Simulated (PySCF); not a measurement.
## Stationary points of Cu2S

Computed with PBE0/[S def2-TZVP, Cu def2-TZVP], no relativity, density fitting, PySCF.

Relaxations began from a few typed shapes. The search is not exhaustive: other isomers or separated fragments can lie lower, and high-lying points may rest on an excited occupation.

| spin | group | bonds | angles | imaginary modes (cm⁻¹) | ΔE (kJ/mol) | ΔE with ZPE (kJ/mol) |
| --- | --- | --- | --- | --- | --- | --- |
| singlet | C2v | Cu–Cu 2.610 Å, S–Cu 2.101 Å (×2) | Cu–Cu–S 51.6° (×2), Cu–S–Cu 76.8° | none | 0.0 | 0.0 |
| singlet | D∞h | S–Cu 2.066 Å (×2) | Cu–S–Cu 180.0° | 144i, 144i | 90.7 | – |

The lowest minimum found is the singlet C2v: Cu–Cu 2.610 Å, S–Cu 2.101 Å (×2); Cu–Cu–S 51.6° (×2), Cu–S–Cu 76.8°.
